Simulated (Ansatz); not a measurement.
C$_{2}$H$_{8}$OSi$_{2}$, SMILES `C1O[SiH2]C[SiH2]1`, 13 atoms. Charge 0, multiplicity 1. All runs use 4 threads of an Arm Neoverse V1 on a shared host. Correlated methods freeze the cores.

**Question.** Give the basis size and wall time and peak host memory of each of these runs in Ansatz. RKS ωB97M-V/def2-QZVPP energy; RKS PBE0-D4/def2-QZVPP energy; RKS PBE0-D4/def2-TZVP frequencies; RKS revPBE-D4/def2-TZVPP energy; RKS CAM-B3LYP-D4/def2-TZVPP energy; RKS PBE-D4/def2-TZVPP energy and forces; RHF-CCSD(T)/def2-SVP energy; direct RPA on PBE orbitals/def2-TZVPP energy; RKS ωB97M-V/def2-SVP energy; RHF-CCSD(T)/def2-TZVPP energy; RKS PBE0-D4/def2-SVP energy; RKS PBE0-D4/def2-TZVP relaxation (28 steps). (Best estimate.)

**Answer.** Computed: Other jobs shared the machine, so times are rough.

| level | job | functions | wall time | peak host memory (GiB) |
| --- | --- | --- | --- | --- |
| RKS PBE0-D4/def2-SVP | energy | 118 | 1.4 s | 0.58 |
| RKS revPBE-D4/def2-TZVPP | energy | 289 | 2.9 s | 0.44 |
| RKS PBE-D4/def2-TZVPP | energy and forces | 289 | 3.5 s | 0.44 |
| RKS CAM-B3LYP-D4/def2-TZVPP | energy | 289 | 5 s | 0.96 |
| RKS ωB97M-V/def2-SVP | energy | 118 | 6 s | 0.58 |
| RHF-CCSD(T)/def2-SVP | energy | 118 | 7 s | 0.61 |
| direct RPA on PBE orbitals/def2-TZVPP | energy | 289 | 7.5 s | 0.82 |
| RKS PBE0-D4/def2-QZVPP | energy | 551 | 13 s | 2.4 |
| RKS ωB97M-V/def2-QZVPP | energy | 551 | 28 s | 2.7 |
| RKS PBE0-D4/def2-TZVP | relaxation (28 steps) | 215 | 120 s | 0.63 |
| RKS PBE0-D4/def2-TZVP | frequencies | 215 | 3.7 min | 0.62 |
| RHF-CCSD(T)/def2-TZVPP | energy | 289 | 4.3 min | 8.7 |
